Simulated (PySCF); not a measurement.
Computed IR spectrum (relative IR intensity) of a molecule C4H4F2O2. Geometry: B3LYP-D3(BJ)/def2-SVP. The values are those of a single conformer. Computed with B3LYP-D3(BJ)/def2-SVP run with PySCF 2.14.0. No scaling factor is applied to the harmonic values.

| ν (cm⁻¹) | relative intensity |
|---|---|
| 267 | 4.5 |
| 330 | 7.5 |
| 772 | 8.6 |
| 789 | 9.5 |
| 879 | 3.2 |
| 899 | 19 |
| 1157 | 84 |
| 1210 | 100 |
| 1223 | 4.8 |
| 1342 | 43 |
| 1409 | 98 |
| 1458 | 3.6 |
| 1464 | 28 |
| 1479 | 7.2 |
| 1766 | 80 |
| 1828 | 54 |
| 3047 | 10 |
| 3134 | 5.6 |
| 3177 | 3.8 |

Problem. Identify the compound among the candidates.
(A) COC(=O)/C(F)=C/F
(B) OC[C@@]1(F)OC=C1F
(C) O=C(O)C/C(F)=C/F
(D) CC1OC(=C(F)F)O1

Solution. A, COC(=O)/C(F)=C/F
